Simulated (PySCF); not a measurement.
## Spin-rotation constants: SMILES CC[NH][GeH2][CH2][GeH3], C₃H₁₃Ge₂N

Molfile (atoms numbered from 1):
```
C3H13Ge2N
     RDKit          3D

 19 18  0  0  0  0  0  0  0  0999 V2000
   -2.9230    1.0001    0.2732 C   0  0  0  0  0  0  0  0  0  0  0  0
   -1.6141    0.4187   -0.2450 C   0  0  0  0  0  0  0  0  0  0  0  0
   -0.8910   -0.2635    0.8137 N   0  0  0  0  0  0  0  0  0  0  0  0
    0.3530   -1.5129    0.4049 Ge  0  0  0  0  0  4  0  0  0  0  0  0
    1.7886   -0.9264   -0.8408 C   0  0  0  0  0  0  0  0  0  0  0  0
    2.8351    0.5849   -0.1645 Ge  0  0  0  0  0  4  0  0  0  0  0  0
   -3.5150    0.2163    0.7385 H   0  0  0  0  0  0  0  0  0  0  0  0
   -2.7287    1.7728    1.0144 H   0  0  0  0  0  0  0  0  0  0  0  0
   -3.4912    1.4358   -0.5449 H   0  0  0  0  0  0  0  0  0  0  0  0
   -1.8256   -0.3253   -1.0196 H   0  0  0  0  0  0  0  0  0  0  0  0
   -1.0148    1.2203   -0.7054 H   0  0  0  0  0  0  0  0  0  0  0  0
   -0.6433    0.3867    1.5487 H   0  0  0  0  0  0  0  0  0  0  0  0
   -0.4220   -2.6343   -0.2460 H   0  0  0  0  0  0  0  0  0  0  0  0
    0.9005   -1.9689    1.7270 H   0  0  0  0  0  0  0  0  0  0  0  0
    1.3362   -0.6576   -1.7964 H   0  0  0  0  0  0  0  0  0  0  0  0
    2.4540   -1.7682   -1.0287 H   0  0  0  0  0  0  0  0  0  0  0  0
    3.4183    0.2927    1.1805 H   0  0  0  0  0  0  0  0  0  0  0  0
    2.0047    1.8232   -0.0272 H   0  0  0  0  0  0  0  0  0  0  0  0
    3.9683    0.9148   -1.0899 H   0  0  0  0  0  0  0  0  0  0  0  0
  1  2  1  0
  2  3  1  0
  3  4  1  0
  4  5  1  0
  5  6  1  0
  1  7  1  0
  1  8  1  0
  1  9  1  0
  2 10  1  0
  2 11  1  0
  3 12  1  0
  4 13  1  0
  4 14  1  0
  5 15  1  0
  5 16  1  0
  6 17  1  0
  6 18  1  0
  6 19  1  0
M  END
```

Method: GIAO B97-2/pcSseg-1 magnetisability, rotational g tensor and spin-rotation constants, non-relativistic, gas phase (PySCF 2.14.0). Geometry: GFN2-xTB.

The calculation is non-relativistic, which matters for the atoms heavier than Zn.

(1) Give the nuclear spin-rotation constants along the inertial axes (H = +C I·J) beside the isotropic shieldings.

(2) How do the rotational constants and the g tensor change when H7, H8, H9, H10, H11, H12, H13, H14, H15, H16, H17, H18, H19 are replaced by deuterium?

## Answers

(1) Rotational constants 2.0151, 0.6760, 0.5427 GHz. A star marks the isotopologue with that one atom substituted, in its own axes.
| atom | isotope | Caa (kHz) | Cbb (kHz) | Ccc (kHz) | mean (kHz) | σ (ppm) |
| --- | --- | --- | --- | --- | --- | --- |
| N3 | 14N | 0.095 | 0.032 | 0.017 | 0.048 | 231.0 |
| H7 | 1H | -0.071 | -0.035 | -0.057 | -0.054 | 30.5 |
| H8 | 1H | -0.215 | -0.047 | -0.012 | -0.091 | 30.7 |
| H9 | 1H | -0.187 | -0.045 | -0.020 | -0.084 | 30.6 |
| H10 | 1H | -0.199 | -0.041 | -0.007 | -0.082 | 29.3 |
| H11 | 1H | -0.058 | -0.022 | -0.051 | -0.044 | 28.5 |
| H12 | 1H | -0.244 | -0.063 | -0.015 | -0.107 | 32.0 |
| H13 | 1H | -0.108 | -0.028 | -0.021 | -0.052 | 27.1 |
| H14 | 1H | -0.176 | -0.042 | 0.005 | -0.071 | 27.4 |
| H15 | 1H | -0.211 | -0.066 | -0.008 | -0.095 | 31.3 |
| H16 | 1H | -0.166 | -0.022 | -0.062 | -0.083 | 32.0 |
| H17 | 1H | -0.173 | -0.053 | 0.003 | -0.074 | 28.4 |
| H18 | 1H | -0.140 | 0.004 | -0.051 | -0.062 | 28.3 |
| H19 | 1H | -0.003 | -0.061 | -0.033 | -0.033 | 28.1 |
| C1 | 13C* | 0.280 | 0.102 | 0.085 | 0.155 | 163.9 |
| C2 | 13C* | 0.375 | 0.127 | 0.094 | 0.199 | 141.5 |
| Ge4 | 73Ge* | -0.566 | -0.191 | -0.173 | -0.310 | 1382.3 |
| C5 | 13C* | 0.220 | 0.065 | 0.061 | 0.116 | 192.6 |
| Ge6 | 73Ge* | -0.517 | -0.174 | -0.140 | -0.277 | 1556.2 |

For the geometry as given, no vibrational averaging.

(2) Constants 1.6913, 0.5977, 0.4833 GHz; g -0.0069, -0.0034, -0.0037, against -0.0081, -0.0039, -0.0042 before.
